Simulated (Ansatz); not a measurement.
A run for Ansatz (an electronic-structure program): U-PBE0/def2-TZVPP on Si2+, 2S+1 = 4, a spin state set in the input, which need not be the lowest, a point of a bond scan (R = 2.282 Å). Charge +1.

Ansatz 0.2 input:
```yaml
crystal:
  periodic: [false, false, false]
  atoms:
    - {symbol: Si, position_ang: [0.00000000, 0.00000000, 0.00000000]}
    - {symbol: Si, position_ang: [0.00000000, 0.00000000, 2.28164600]}
basis:
  gaussian:
    orbitals: def2-TZVPP
    pivot_positions_ang: [[0.00000000, 0.00000000, 0.00000000], [0.00000000, 0.00000000, 2.28164600]]
hamiltonian:
  xc: {name: PBE0}
total_charge: 1
magnetization: {spin_polarized: true, initial_magnetization: 3}
output: {forces: true, orbitals: {seedname: ./end}}
```

Program output:

```
WARN ansatz: RAYON_NUM_THREADS=1 ignored (pool sized by the plan → 1); use --threads N
Functional definition: PBE0
integrals: 0.02 GiB planned
582 factors; their error is unknown
mean field: 0.27 GiB planned
mean field evaluation 1: about -15736.2991 eV, gradient 1.2e1 eV
mean field evaluation 2: about -15736.7470 eV, gradient 1.0e1 eV
mean field evaluation 4: about -15737.2161 eV, gradient 1.2e-1 eV
mean field evaluation 8: about -15737.2461 eV, gradient 8.0e-3 eV
mean field evaluation 16: about -15737.2462 eV, gradient 4.0e-6 eV
mean field -15737.24615095 eV, -578.3331289587 hartree, gradient 4.0e-6 eV, S^2 3.751324; 0 other end points of the search recorded, 0 dependent functions left out
the calculation of the forces begins
reference -15737.24617773 eV, -578.3331299430 hartree; 15, 12 occupied and 69, 72 virtual orbitals, 582 factors
Total energy: -15737.24617773 eV, -578.3331299430 hartree
Atom 0 at     0.000000     0.000000     0.000000 Å, force    -0.000000     0.000000     0.103293 eV/Å
Atom 1 at     0.000000     0.000000     2.281646 Å, force     0.000000    -0.000000    -0.103293 eV/Å
Dipole moment:     0.000000    -0.000000    -0.000000 e Å
```

The run converged.

Cost: about 0.9 core-seconds (a rough figure).
